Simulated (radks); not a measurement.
All-electron atom: the erbium ion Er3+ in [Xe] 4f(5/2: 6, 7/2: 4) 6p(1/2: 1, 3/2: 0) (not the ground configuration).

All-electron calculation, Dirac Kohn-Sham, BLYP, spin-unpolarised, spherical densities, finite nucleus; Fermi nuclear charge, rms radius 5.2516 fm. Program: a radial shooting solver on a logarithmic mesh with Libxc functionals.

Energy parts (Ry):
total: -26193.8496
kinetic: 28908.3022
electron-nucleus: -64595.6757
Hartree: 10050.4018
exchange-correlation: -556.8779

Orbitals (lengths in bohr, moments of r in powers of bohr; <r^-3> diverges for s and p1/2; r(max) is where P^2 peaks):
| orbital | occ. | eigenvalue (Ry) | <r^4> | <r> | r(max) | <r^-3> | small-component weight |
|---|---|---|---|---|---|---|---|
| 1s1/2 | 2 | -4214.759 | 8.646e-07 | 0.02037 | 0.01286 | - | 6.48e-02 |
| 2s1/2 | 2 | -710.4947 | 0.0001338 | 0.08590 | 0.07342 | - | 1.45e-02 |
| 2p1/2 | 2 | -676.9925 | 0.00008188 | 0.07147 | 0.05512 | - | 1.45e-02 |
| 2p3/2 | 4 | -609.5912 | 0.0001118 | 0.07875 | 0.06134 | 12190 | 1.33e-02 |
| 3s1/2 | 2 | -161.8844 | 0.005080 | 0.2249 | 0.2074 | - | 4.66e-03 |
| 3p1/2 | 2 | -147.1615 | 0.004559 | 0.2147 | 0.1950 | - | 4.60e-03 |
| 3p3/2 | 4 | -133.0106 | 0.005747 | 0.2284 | 0.2080 | 2657 | 4.26e-03 |
| 3d3/2 | 4 | -107.7834 | 0.004042 | 0.2013 | 0.1642 | 452.3 | 4.15e-03 |
| 3d5/2 | 6 | -104.6915 | 0.004341 | 0.2055 | 0.1679 | 395.4 | 4.05e-03 |
| 4s1/2 | 2 | -34.64465 | 0.1227 | 0.5071 | 0.4739 | - | 1.51e-03 |
| 4p1/2 | 2 | -28.75298 | 0.1372 | 0.5157 | 0.4760 | - | 1.42e-03 |
| 4p3/2 | 4 | -25.54377 | 0.1731 | 0.5468 | 0.5035 | 603.4 | 1.30e-03 |
| 4d3/2 | 4 | -15.82876 | 0.2363 | 0.5734 | 0.5056 | 88.40 | 1.12e-03 |
| 4d5/2 | 6 | -15.24158 | 0.2546 | 0.5843 | 0.5145 | 75.97 | 1.09e-03 |
| 4f5/2 | 6 | -3.48509 | 1.094 | 0.7252 | 0.4984 | 12.17 | 7.06e-04 |
| 4f7/2 | 4 | -3.39494 | 1.165 | 0.7353 | 0.5033 | 11.69 | 6.92e-04 |
| 5s1/2 | 2 | -6.61354 | 3.902 | 1.206 | 1.091 | - | 3.32e-04 |
| 5p1/2 | 2 | -4.91929 | 6.033 | 1.331 | 1.177 | - | 2.73e-04 |
| 5p3/2 | 4 | -4.45107 | 7.796 | 1.419 | 1.254 | 87.17 | 2.42e-04 |
| 6p1/2 | 1 | -1.55981 | 198.3 | 3.258 | 3.002 | - | 5.61e-05 |
| 6p3/2 | 0 | -1.47899 | 238.4 | 3.417 | 3.168 | 15.47 | 5.22e-05 |

The highest occupied level is 6p1/2 at -21.222 eV. The electron density at the nucleus is 8.732e+05 e/bohr^3. Summed over all electrons, <r^2> = 42.42 bohr^2, which gives a Langevin (diamagnetic) susceptibility term of -33.6 x 10^-6 cm^3/mol. The density falls to 0.001 e/bohr^3 at r = 4.19 bohr.
